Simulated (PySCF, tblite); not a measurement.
Isomers of C5H8ClFSi. Level: GFN2-xTB in tblite, geometry and Hessian alike; calculated harmonic values, unscaled, isolated species. The method is semi-empirical: single wavenumbers can be off by several per cent or more. Modes of hydrogen on silicon can be 10 to 20 % off. One conformer each.

Electronic energies: PBE0/pcSseg-1 single points on the GFN2-xTB geometries (PySCF, gas phase).

```
                      SMILES  electronic energy, lowest = 0 (kcal/mol)
C=C1C[C@@H]([SiH2]Cl)[C@H]1F                                      12.6
    C=C1C[Si@@H](CCl)[C@H]1F                                      41.5
     C#CC[C@@](F)(Cl)[SiH2]C                                      57.3
   C=C1C[C@@H](CCl)[Si@@H]1F                                       0.0
```

Problem. How do GFN2-xTB zero-point energies change the relative energies?

Solution. 
| SMILES | ZPE (kcal/mol) | of it from modes above 1550 cm⁻¹ | electronic (kcal/mol) | with ZPE, lowest = 0 (kcal/mol) | lowest mode (cm⁻¹) | rings |
| --- | --- | --- | --- | --- | --- | --- |
| C=C1C[C@@H](CCl)[Si@@H]1F | 72.5 | 36.0 | 0.0 | 0.0 | 28 | 1 |
| C=C1C[C@@H]([SiH2]Cl)[C@H]1F | 71.0 | 35.0 | 12.6 | 11.2 | 38 | 1 |
| C=C1C[Si@@H](CCl)[C@H]1F | 71.1 | 36.0 | 41.5 | 40.1 | 32 | 1 |
| C#CC[C@@](F)(Cl)[SiH2]C | 68.0 | 36.1 | 57.3 | 52.8 | 39 | 0 |

The zero-point energies span 4.5 kcal/mol, from `C#CC[C@@](F)(Cl)[SiH2]C` to `C=C1C[C@@H](CCl)[Si@@H]1F`. The order is unchanged.

Problem. And how do the electronic energies of GFN2-xTB itself compare?

Solution. `C=C1C[C@@H](CCl)[Si@@H]1F` 0.0; `C=C1C[C@@H]([SiH2]Cl)[C@H]1F` 0.0; `C=C1C[Si@@H](CCl)[C@H]1F` 47.4; `C#CC[C@@](F)(Cl)[SiH2]C` 52.3 kcal/mol, lowest = 0. Against the energies above, taken from the same isomer `C=C1C[C@@H](CCl)[Si@@H]1F`, the largest difference is 12.6 kcal/mol.

Problem. What do entropy and thermal enthalpy add at 298.15 K and 1 bar (rigid rotor, harmonic oscillator, one conformer each)?

Solution. 
| SMILES | point group | symmetry number | S (cal/(mol K)) | H − H(0) (kcal/mol) | ZPE + H − H(0) − TS (kcal/mol) |
| --- | --- | --- | --- | --- | --- |
| C=C1C[C@@H](CCl)[Si@@H]1F | C1 | 1 | 98.9 | 6.62 | 49.6 |
| C=C1C[C@@H]([SiH2]Cl)[C@H]1F | C1 | 1 | 97.8 | 6.50 | 48.4 |
| C=C1C[Si@@H](CCl)[C@H]1F | C1 | 1 | 100.5 | 6.77 | 47.9 |
| C#CC[C@@](F)(Cl)[SiH2]C | C1 | 1 | 105.0 | 7.66 | 44.3 |
